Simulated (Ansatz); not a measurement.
Cost and result for the atomization energy of C3H3NSi (`C#C[SiH2]C#N`) (8 atoms, 7 bonds).

Cartesian coordinates in Å:
```
C 0.418 2.057 0.857
C 0.179 0.904 0.605
Si -0.181 -0.834 0.246
C -0.192 -1.059 -1.589
N -0.203 -1.215 -2.730
H 0.630 3.079 1.077
H 0.869 -1.719 0.791
H -1.520 -1.213 0.742
```

Total charge 0; spin multiplicity 1. The structure was optimised at the PBE0-D4/def2-TZVP level. Program: Ansatz. All runs use 2 threads of an Arm Neoverse V2 on a shared host. Times are those of one run each, without the atoms' runs, and a repeat can differ threefold. Electronic energies, without spin–orbit coupling; frozen cores. CCSD(T)/CBS adds CCSD(T) − MP2 in def2-TZVPP to the MP2 limit, and its time is that of the two runs behind it. T1 = 0.014. B3LYP takes the VWN-RPA correlation (the form of Gaussian; ORCA's B3LYP/G).

CCSD(T)/CBS is a level of theory with its own doubt, some kJ/mol a heavy atom from the limit and from the frozen cores, so smaller differences don't rank the functionals.

```csv
level,functions,wall time
LDA (SPW92)/def2-TZVPP,208,1.5 s
BLYP-D4/def2-TZVPP,208,2.5 s
PBE-D4/def2-TZVPP (with forces),208,2.8 s
BHLYP-D4/def2-TZVPP,208,3.3 s
CCSD(T)/def2-SVP,89,3.6 s
r2SCAN-D4/def2-TZVPP (with forces),208,5.5 s
B3LYP-D4/def2-TZVPP (with forces),208,5.5 s
PBE-QIDH/def2-TZVPP,208,6.5 s
ωB97X-V/def2-TZVPP,208,9 s
B97M-V/def2-TZVPP,208,9.5 s
MP2/def2-QZVPP,388,23 s
CCSD(T)/def2-TZVPP,208,84 s
CCSD(T)/CBS(def2),–,110 s
```

(1) What atomization energy does each give, and how far from CCSD(T)/CBS? (Best estimate.)

Results:

(1) The calculation gave: 
| level | atomization (kJ/mol) | difference from CCSD(T)/CBS | per bond |
| --- | --- | --- | --- |
| LDA (SPW92)/def2-TZVPP | 3968.8 | 501.8 | 71.7 |
| BLYP-D4/def2-TZVPP | 3506.3 | 39.3 | 5.6 |
| PBE-D4/def2-TZVPP (with forces) | 3580.3 | 113.3 | 16.2 |
| BHLYP-D4/def2-TZVPP | 3331.7 | -135.3 | -19.3 |
| CCSD(T)/def2-SVP | 3274.1 | -192.9 | -27.6 |
| r2SCAN-D4/def2-TZVPP (with forces) | 3461.3 | -5.7 | -0.8 |
| B3LYP-D4/def2-TZVPP (with forces) | 3475.0 | 8.0 | 1.1 |
| PBE-QIDH/def2-TZVPP | 3445.5 | -21.5 | -3.1 |
| ωB97X-V/def2-TZVPP | 3471.8 | 4.8 | 0.7 |
| B97M-V/def2-TZVPP | 3469.6 | 2.6 | 0.4 |
| MP2/def2-QZVPP | 3539.4 | 72.4 | 10.3 |
| CCSD(T)/def2-TZVPP | 3365.3 | -101.7 | -14.5 |
| CCSD(T)/CBS(def2) | 3467.0 | 0.0 | 0.0 |

From r2SCAN to r2SCAN0 (25 % exact exchange), in def2-TZVPP and without D4, the atomization energy moves by −87.1 kJ/mol: exact exchange takes away binding that semilocal exchange gives to molecules. In def2-TZVPP, CCSD(T) changes the Hartree–Fock value by +932.0 kJ/mol (the triples alone add +78.0 kJ/mol) and MP2 by +1045.8 kJ/mol; breaking electron pairs costs correlation energy, which Hartree–Fock lacks. Leaving LDA and LC-ωPBE aside and taking each functional with its dispersion term where it has one, the values spread over 248.6 kJ/mol, from BHLYP-D4 to PBE-D4. LDA lies +404.4 kJ/mol from PBE without D4, its usual overbinding.
